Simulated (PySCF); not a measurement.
An unknown is described by computed data only.

Formula: C9H9BO2.

| Item | Value |
| --- | --- |
| 13C NMR | chemical shifts (computed TMS as zero) by class: 186.4 (1 C), 186.2 (1 C), 141.0 (1 C), 135.6 (1 C), 135.1 (2 C), 134.1 (2 C), 100.2 (1 C) ppm [GIAO PBE0/pcSseg-1] |
| UV, first state | lowest singlet excitation: 3.29 eV (376 nm, f = 0.043) [TDDFT PBE0/def2-SVPD] |
| Dipole | 5.58 D [PBE0/def2-SVPD] |
| Triplet | lowest triplet excitation (Tamm–Dancoff): 2.53 eV [TDA PBE0/def2-SVPD] |
| Couplings | largest of the computed one-bond spin–spin couplings (means over like bonds): 13C–1H +189.7, 13C–1H +177.6, 13C–1H +170.5 (×2), 13C–1H +170.0 (×2), 13C–1H +168.2, 11B–1H +137.4 (×2), 17O–11B +9.8, 17O–11B +9.3 Hz [B3LYP/pcJ-1, spin–dipole term left out for some pairs] |
| Rotational structure | rotational constants A, B, C: 2.831, 0.550, 0.465 GHz [PBE0-D3(BJ)/def2-SVP] |

Electronic properties: PySCF, gas phase, density fitting. Levels stand in brackets. One conformer (not necessarily the lowest) at the PBE0-D3(BJ)/def2-SVP geometry, without solvent, vibrations or thermal averaging. NMR values are class means; diastereotopic atoms form classes of their own.

**Question.** Propose a structure and show how it fits.

**Answer.** Numbering: `[BH2-:1]1[O:2][CH:3]=[CH:4][C:5]([c:6]2[cH:7][cH:8][cH:9][cH:10][cH:11]2)=[O+:12]1`. 9 carbons fall into 7 classes; from least to most shielded: carbon bonded to 2 C and O [C5] (186.4 ppm), vinylic carbon bearing oxygen [C3] (186.2 ppm), aromatic CH carbon [C9] (141.0 ppm), substituted aromatic carbon [C6] (135.6 ppm), aromatic CH carbon [C7/C11] (135.1 ppm, 2 C, up to 2.9 ppm apart in this geometry), aromatic CH carbon [C8/C10] (134.1 ppm, 2 C), alkene CH carbon [C4] (100.2 ppm). The couplings run between: +189.7 Hz, vinylic carbon bearing oxygen [C3] and its hydrogen; +177.6 Hz, alkene CH carbon [C4] and its hydrogen; +170.5 Hz, aromatic CH carbon [C7] and its hydrogen (with 1 like pair); +170.0 Hz, aromatic CH carbon [C8] and its hydrogen (with 1 like pair); +168.2 Hz, aromatic CH carbon [C9] and its hydrogen; +137.4 Hz, four-coordinate boron [B1] and its hydrogen (with 1 like pair); +9.8 Hz, boron-bound oxygen [O2] and four-coordinate boron [B1]; +9.3 Hz, oxygen bonded to B and C [O12] and four-coordinate boron [B1]. S1 is mainly HOMO→LUMO (weight 0.96); the largest Löwdin shares of the orbital it empties are 0.19 on the alkene CH carbon, 0.17 on the boron-bound oxygen, 0.14 on the four-coordinate boron and 0.14 on the oxygen bonded to B and C, of the orbital it fills 0.20 on the carbon bonded to 2 C and O, 0.15 on the vinylic carbon bearing oxygen, 0.12 on the oxygen bonded to B and C and 0.10 on the boron-bound oxygen. The optimised geometry has point group C1 and is an asymmetric top. Structure: `[BH2-]1OC=CC(c2ccccc2)=[O+]1`. Computed isomers that give other values at the same levels: `Cc1ccc(C#CB(O)O)cc1` (rotational constant A: 3.588 GHz; this holds for the one conformer computed). The assignments are read from this structure; whether some other isomer fits the data as well wasn't checked.

The values belong to the conformer `[BH2-:1]1[O:2][CH:3]=[CH:4][C:5]([c:6]2[cH:7][cH:8][cH:9][cH:10][cH:11]2)=[O+:12]1`: C4–C5–C6–C7 4°.
